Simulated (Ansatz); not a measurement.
Species: C10H10Si, SMILES `c1ccc2-c1ccccc2[SiH3]` (charge 0, multiplicity 1), formula C10H10Si.

Task: How many basis functions does frozen-core CCSD(T)/cc-pVDZ // PBE0-D3(BJ)/def2-SVP in Ansatz (a quantum-chemistry and plane-wave program) use, how many core orbitals are frozen, and how many electrons are correlated?

Result: 208 basis functions and 15 frozen orbitals, which leaves 54 correlated electrons. Core time is of the order of minutes.
